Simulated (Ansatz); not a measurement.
Cost and result for the atomization energy of AlBF$_{2}$GeH$_{4}$, SMILES `[BH2][Ge]([F])([F])[AlH2]` (9 atoms, 8 bonds).

```xyz
9

B     1.5501   -0.1655   -1.3421
Ge    0.3327   -0.4150    0.3123
F     1.3125   -0.1233    1.7373
F    -0.0313   -2.1255    0.4522
Al   -1.8596    0.7548    0.7438
H     1.3748   -0.8286   -2.3179
H     2.3743    0.6967   -1.3501
H    -2.4563    1.7367   -0.3485
H    -2.5971    0.4699    2.1130
```

Total charge 0; spin multiplicity 1. Correlated methods include outer-core shells of Ge, which these sets cover unevenly. Scalar relativity is left out up to krypton. Geometry: relaxed with PBE0-D4/def2-TZVP. Program: Ansatz. All runs use 4 threads of a server CPU on a shared host. Times are those of one run each, without the atoms' runs, and a repeat can differ threefold. Electronic energies, without spin–orbit coupling; frozen cores. CCSD(T)/CBS adds CCSD(T) − MP2 in def2-TZVPP to the MP2 limit, and its time is that of the two runs behind it. T1 = 0.013. With those shells the extrapolation isn't a true limit. HSE06 is the plane-wave form, built on full-range PBE exchange.

CCSD(T)/CBS is a level of theory with its own doubt, some kJ/mol a heavy atom from the limit and from the frozen cores, so smaller differences don't rank the functionals.

| level | functions | wall time | atomization (kcal/mol) | difference from CCSD(T)/CBS | per bond |
| --- | --- | --- | --- | --- | --- |
| PBE-D4/def2-TZVPP (with forces) | 239 | 2.7 s | 655.7 | 2.2 | 0.3 |
| PBE0-D4/def2-TZVPP | 239 | 3.7 s | 643.9 | -9.6 | -1.2 |
| HSE06-D4/def2-TZVPP | 239 | 4 s | 644.0 | -9.5 | -1.2 |
| BHLYP-D4/def2-TZVPP | 239 | 4 s | 632.6 | -20.9 | -2.6 |
| r2SCAN-D4/def2-TZVPP (with forces) | 239 | 5.5 s | 656.2 | 2.7 | 0.3 |
| r2SCANh-D4/def2-TZVPP | 239 | 6.5 s | 650.4 | -3.1 | -0.4 |
| CCSD(T)/def2-SVP | 112 | 9 s | 609.3 | -44.2 | -5.5 |
| ωB97X-V/def2-TZVPP | 239 | 9.5 s | 657.9 | 4.4 | 0.5 |
| B97M-V/def2-TZVPP | 239 | 12 s | 662.1 | 8.6 | 1.1 |
| ωB97M-V/def2-TZVPP (with forces) | 239 | 14 s | 650.3 | -3.2 | -0.4 |
| MP2/def2-QZVPP | 450 | 26 s | 660.4 | 6.9 | 0.9 |
| CCSD(T)/def2-TZVPP | 239 | 3.7 min | 637.9 | -15.6 | -2.0 |
| CCSD(T)/CBS(def2) | – | 4.1 min | 653.5 | 0.0 | 0.0 |

From r2SCAN to r2SCAN0 (25 % exact exchange), in def2-TZVPP and without D4, the atomization energy moves by −14.1 kcal/mol: exact exchange takes away binding that semilocal exchange gives to molecules. At CCSD(T), def2-SVP lies −44.3 kcal/mol from the extrapolated value and def2-TZVPP −15.7 kcal/mol: correlation converges slowly with the basis, and small sets miss more of it in the bonded molecule than in its fragments. Leaving LDA and LC-ωPBE aside and taking each functional with its dispersion term where it has one, the values spread over 29.6 kcal/mol, from BHLYP-D4 to B97M-V. LDA lies +88.2 kcal/mol from PBE without D4, its usual overbinding.
